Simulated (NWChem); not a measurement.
System meant: SnCl cation, singlet; SMILES [Cl][Sn+]

The following NWChem deck was run.

```
start job
memory heap 200 mb stack 900 mb global 1100 mb
charge 1
geometry units angstroms noautoz
  Sn     0.000000     0.000000    -0.581513
  Cl     0.000000     0.000000     1.712957
end
basis spherical
  Sn library def2-svp
  Cl library def2-svp
end
dft
  xc xpbe96 cpbe96
  iterations 150
  mulliken
end
task dft energy
```

End of the output:

```
             Grid Information
             ----------------
          Grid used for XC integration:  medium
          Radial quadrature: Mura-Knowles
          Angular quadrature: Lebedev.
          Tag              B.-S. Rad. Rad. Pts. Rad. Cut. Ang. Pts.
          ---              ---------- --------- --------- ---------
          Sn                  1.45      123           8.0       590
          Cl                  1.00       88           8.0       590
          Grid pruning is: on
          Number of quadrature shells:   211
          Spatial weights used:  Erf1

          Convergence Information
          -----------------------
          Convergence aids based upon iterative change in
          total energy or number of iterations.
          Levelshifting, if invoked, occurs when the
          HOMO/LUMO gap drops below (HL_TOL):  1.00D-02
          DIIS, if invoked, will attempt to extrapolate
          using up to (NFOCK): 10 stored Fock matrices.

                    Damping( 0%)  Levelshifting(0.5)       DIIS
                  --------------- ------------------- ---------------
          dE  on:    start            ASAP                start
          dE off:    2 iters        150 iters           150 iters

      Screening Tolerance Information
      -------------------------------
          Density screening/tol_rho:  1.00D-10
          AO Gaussian exp screening on grid/accAOfunc:  14
          CD Gaussian exp screening on grid/accCDfunc:  20
          XC Gaussian exp screening on grid/accXCfunc:  20
          Schwarz screening/accCoul:  1.00D-08

      Superposition of Atomic Density Guess
      -------------------------------------

      charge =      50.0 Sn (Tin)

      symmetry species            s     p     d     f
      number of basis functions =10     7     6
      number of cont. functions = 4     4     2
      number of closed shells   = 5     3     2
      number of open shells     = 0     1     0
      open shell occupation     = 0     2     0
 ------------------------------------------------------------------------
 atomscf:atomd: error in atom scf                   0
 ------------------------------------------------------------------------
 ------------------------------------------------------------------------
  current input line :
    17: task dft energy
 ------------------------------------------------------------------------
 ------------------------------------------------------------------------
 This error has not yet been assigned to a category
 ------------------------------------------------------------------------
 For more information see the NWChem manual at https://nwchemgit.github.io

0:atomscf:atomd: error in atom scf:Received an Error in Communication
```

Problem. Find the fault in this run and fix the input.

Solution. The program stopped with an error. Cause: the def2 basis of a heavy element holds valence functions alone and wants its effective core potential (without it all electrons must fit into that basis). This input runs:
```
start job
memory heap 200 mb stack 900 mb global 1100 mb
charge 1
geometry units angstroms noautoz
  Sn     0.000000     0.000000    -0.581513
  Cl     0.000000     0.000000     1.712957
end
basis spherical
  Sn library def2-svp
  Cl library def2-svp
end
ecp
  Sn library def2-ecp
end
dft
  xc xpbe96 cpbe96
  iterations 150
  mulliken
end
task dft energy
```
It converges to -673.93684 Ha (PBE/def2-SVP with def2 effective core potentials on Sn).
